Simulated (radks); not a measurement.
Coherent X-ray form factor from a spherical all-electron density. Calculated with a radial shooting solver on a logarithmic mesh with Libxc functionals: Dirac Kohn-Sham, PBE, spin-unpolarised, spherical densities, finite nucleus; Fermi nuclear charge, rms radius of each element as measured or else 0.836 A^(1/3) + 0.57 fm.

sin(theta)/lambda (1/angstrom),f0 (electrons)
0.05,73.808
0.1,70.822
0.15,67.106
0.2,63.318
0.25,59.675
0.3,56.216
0.4,49.875
0.5,44.353
0.6,39.610
0.8,31.964
1,26.164
1.25,21.040
1.5,17.771
2,14.054

The species is in the configuration that NIST lists as its ground one. Which atom or ion scatters so?

Answer. Neutral rhenium, [Xe] 4f14 5d5 6s2. Extrapolating in s^2 from the first two rows gives f0(0) = 74.8, near the electron count 75; among species with that count, the fall with angle is slower the higher Z, and the table is that of Z = 75; from so few rows the species is fixed only to a neighbour or two.
